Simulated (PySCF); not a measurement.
C₂HCl₂, SMILES [CH]=C(Cl)Cl, multiplicity 2.

Geometry optimised at PBE0-D3(BJ)/def2-SVP. The isomer is the one that the SMILES or the coordinates give; other isomers of the formula were not compared.

Two levels are set side by side: PBE/def2-TZVPD (PySCF) and CAM-B3LYP/def2-TZVPD (PySCF). Same geometry, gas phase. Differences are taken from unrounded values.

```
quantity                      PBE
---------------------------  ----
α-spin orbital gap (eV)      4.77
β-spin orbital gap (eV)      2.13
dipole moment (D)            1.07
mean polarisability (bohr³)  56.8
```

These are the PBE values. What does CAM-B3LYP give? (An estimate is asked for; the answer gives what the named calculation found.)


```
quantity                     CAM-B3LYP  PBE minus CAM-B3LYP
---------------------------  ---------  -------------------
α-spin orbital gap (eV)           9.55                -4.78
β-spin orbital gap (eV)           6.83                -4.71
dipole moment (D)                 1.27                -0.20
mean polarisability (bohr³)       53.9                  2.8
```

Loosely held outer electrons make PBE densities more polarisable. Differences between two approximate levels are no errors against the true value.

Rough cost on one machine, each run with all the roots and properties that it gave: CAM-B3LYP against PBE within a factor of 2.
